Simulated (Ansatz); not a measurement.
Frontier orbitals of Cl3F2HSi2 (`F[Si](F)(Cl)[SiH](Cl)Cl`).

The species carries charge 0 and has multiplicity 1. All single points use the PBE0-D4/def2-TZVP geometry. It is one conformer, not always the lowest. Basis def2-TZVPP, the Gaussian-basis code of Ansatz.

Orbital energies of one run (eV). Highest occupied ones, from the top: -7.46, -8.27, -8.45, -8.47, -8.68, -8.72, -9.57, -10.36, -10.42, -10.64, -10.66, -10.86, -11.69, -11.93. Empty: -1.78, -1.77, -0.81, -0.04, 0.71, 0.89.

Problem. Which functional gave them?
A. BHLYP
B. ωB97X-V
C. revPBE
D. HSE06 (plane-wave form)

Solution. C. HOMO energies: revPBE -7.46, ωB97X-V -11.11, BHLYP -10.03, HSE06 -8.42 eV.
